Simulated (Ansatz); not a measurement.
System: chloro tellurohypochlorite, TeCl2, net charge 0, singlet state. SMILES: Cl[Te]Cl
Coordinates optimised at B3LYP-D3(BJ)/def2-TZVP (Ansatz, a first-principles code):
```
Te
Cl 1 2.3484
Cl 1 2.3484 2 99.46
```
Charge 0, spin multiplicity 1.

Parts of the frozen-core correlation energy in def2-SVP (Ansatz, hartree). Frozen orbitals: 19; correlated occupied orbitals by spin: 10 and 10; virtual: 33 and 33. Spin-orbit coupling is left out. Past Kr the def2 sets carry scalar-relativistic core potentials.

```csv
term,value
reference (HF),-1185.71818
MP2 opposite-spin,-0.26208
MP2 same-spin,-0.09378
CCSD correlation,-0.38966
(T),-0.00991
T1 diagnostic,0.012
largest doubles amplitude,0.053
```
